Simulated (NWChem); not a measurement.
A series in which one site is exchanged, each optimised at PBE0/def2-SVP with NWChem, gas phase unless a solvent is named. For some, no frequency run checked for a minimum. def2 effective core potentials on Bi; no spin-orbit coupling.

A: [F][Bi]([Cl])[F] (BiClF2; site = Cl)
B: [F][Bi]([F])[F] (BiF3; site = F)
C: [F][BiH][F] (BiHF₂; site = H)
D: [F][Bi]([Br])[F] (BiBrF2; site = Br)

**Question.** Rank them by orbital gap (eV), PBE0/def2-SVP, lowest first.

**Answer.** D (6.59), C (6.75), A (7.24), B (8.16)
